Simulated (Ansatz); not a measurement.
C2H8B2 can be A, `BC(B)C`, or B, `BCCB`.

Gas-phase electronic energies from Ansatz, PBE0-D4/def2-TZVP geometries. CCSD(T)/CBS adds triple-zeta CCSD(T) − MP2 to the extrapolated MP2 energy (def2 sets, frozen cores). Functionals use def2-TZVPP. B3LYP here is the variant with VWN-RPA as its local correlation; programs differ in this. Each species was taken in one conformer, which may not be the lowest.

A:

Z-matrix (Å, degrees):
```
C
B 1 1.549
C 1 1.523 2 117.9
B 1 1.549 2 106.4 3 135.1
H 1 1.113 2 98.9 3 -122.8
H 2 1.197 1 120.3 3 168.9
H 2 1.199 1 120.5 3 -11.2
H 3 1.093 1 112.0 2 -175.6
H 3 1.092 1 110.2 2 65.0
H 3 1.093 1 112.0 2 -54.4
H 4 1.199 1 120.5 2 -123.9
H 4 1.197 1 120.4 2 56.0
```

B:

```xyz
12

B     1.357   -0.647   -0.093
C     0.415    0.286    0.685
C    -0.625   -0.552   -0.166
B    -1.182    0.869   -0.340
H     1.805   -0.281   -1.139
H     1.670   -1.696    0.383
H     0.452    1.355    0.394
H     0.219    0.166    1.743
H    -1.108   -1.295    0.456
H    -0.178   -1.007   -1.073
H    -0.829    1.522   -1.278
H    -1.998    1.279    0.429
```

Q: Which isomer does CCSD(T)/CBS put lower? Give the gap. (Best estimate.)

A: Computed: A, by 4.7 kJ/mol.

Q: Give E(B) − E(A) in kJ/mol with r2SCAN-D4, B3LYP, CCSD/def2-TZVPP, PBE0-D4, MP2/def2-TZVPP, PBE-D4, B3LYP-D4. (An estimate is asked.)

A: Computed: r2SCAN-D4 -2.5, B3LYP 16.9, CCSD/def2-TZVPP 12.8, PBE0-D4 -4.1, MP2/def2-TZVPP -4.3, PBE-D4 -8.8, B3LYP-D4 15.1. The order is the other way round with r2SCAN-D4, PBE0-D4, MP2/def2-TZVPP, PBE-D4.

Q: Does the order hold for the free energy at 298.15 K (harmonic terms from PBE0-D4)? (Estimate.)

A: Ansatz gave: Yes: G(B) − G(A) = +17.5 kJ/mol, for one conformer each.

Largest T1 diagnostic: 0.011.

From PBE to PBE0 (25 % exact exchange), in def2-TZVPP and without D4, E(B) − E(A) moves by +4.4 kJ/mol. Leaving LDA and LC-ωPBE aside and taking each functional with its dispersion term where it has one, the values, not all of them listed here, spread over 31.4 kJ/mol, from PBE-D4 to BHLYP-D4. LDA lies −22.2 kJ/mol from PBE without D4.
